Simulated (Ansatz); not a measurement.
Diatomic BaN, multiplicity 2 (lowest of 2S+1 = 2, 4 at CCSD(T)/def2-TZVPP on PBE0 minima; our sources give no spin for the ground state, which may be another). No spin–orbit coupling.

Seven points along R, fitted to fifth degree in 1/R; most abundant isotopes. In def2 and cc sets the state is the lowest found near the PBE0 minimum, followed along R.

The values were computed with Ansatz (Gaussian orbitals). Each number belongs to the level named beside it. In def2 rows elements past Kr take small-core potentials, without spin–orbit coupling.

| level | r_e (Å) | ω_e (cm⁻¹) | ω_e x_e (cm⁻¹) | B_e (cm⁻¹) | dipole (D) |
|---|---|---|---|---|---|
| SVWN5/def2-TZVPP | 1.979 | 642 | 1.7 | 0.339 | 7.35 |
| PBE/def2-TZVPP | 2.005 | 622 | 1.8 | 0.330 | 7.56 |
| r2SCAN/def2-TZVPP | 2.013 | 635 | 2.0 | 0.327 | 8.07 |
| B97M-V/def2-TZVPP | 2.028 | 603 | 1.7 | 0.322 | 8.08 |
| B3LYP/def2-TZVPP | 2.013 | 623 | 1.7 | 0.327 | 8.19 |
| PBE0/def2-TZVPP | 1.986 | 650 | 1.7 | 0.336 | 8.05 |
| BHLYP/def2-TZVPP | 1.996 | 648 | 1.7 | 0.333 | 8.66 |
| CAM-B3LYP/def2-TZVPP | 1.996 | 644 | 1.5 | 0.333 | 8.58 |
| wB97X-V/def2-TZVPP | 1.988 | 656 | 1.5 | 0.336 | 8.75 |
| wB97M-V/def2-TZVPP | 1.989 | 646 | 1.6 | 0.335 | 8.66 |
| B2PLYP/def2-TZVPP | 2.017 | 621 | 0.58 | 0.326 | - |

Correlated levels freeze the inner cores; with def2 sets outer-core shells near the valence are correlated too.

Ansatz is an electronic-structure program.
